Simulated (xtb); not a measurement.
TlCl, SMILES [Cl][Tl]. All values are semi-empirical tight-binding results from xtb (GFN2-xTB unless named), good for trends rather than for accurate numbers. Geometry: GFN2-xTB.

Optimised geometry:

```xyz
2

Tl     0.0000     0.0000    -0.4499
Cl     0.0000     0.0000     2.1435
```

For metal compounds this method's bond lengths and energies can be far off.

Computed properties:
```json
{
  "point_group_as_xtb_finds_it": "C∞v",
  "orbital_gap": "6.45 eV"
}
```

Question: Give the atomic charges and the Wiberg bond orders between heavy atoms. (An estimate is asked for; the answer gives what the named calculation found.)

Answer: charges (e) Tl1 0.61, Cl2 -0.61. Bond orders Tl1–Cl2 0.72.
